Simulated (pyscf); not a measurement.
Structures and frequencies: ωB97X-D3(BJ)/def2-SVP in PySCF.

Question: What is the homolytic dissociation enthalpy (298 K, ωB97M-D3(BJ)/def2-TZVP) of the O–Si bond of F–SiH(F)–O–Si(F)(F)–F, to •O–SiH(F)–F + F–Si•(F)–F?

Answer: O–Si to •O–SiH(F)–F + F–Si•(F)–F: 147.2 kcal/mol. The 7 functionals that were run give +137.1 (PBE) to +148.8 kcal/mol (M06-2X). •O–SiH(F)–F lies 23.5 kcal/mol over its isomer HO–Si•(F)–F, and others may lie lower still (electronic energy, ωB97M-D3(BJ)).
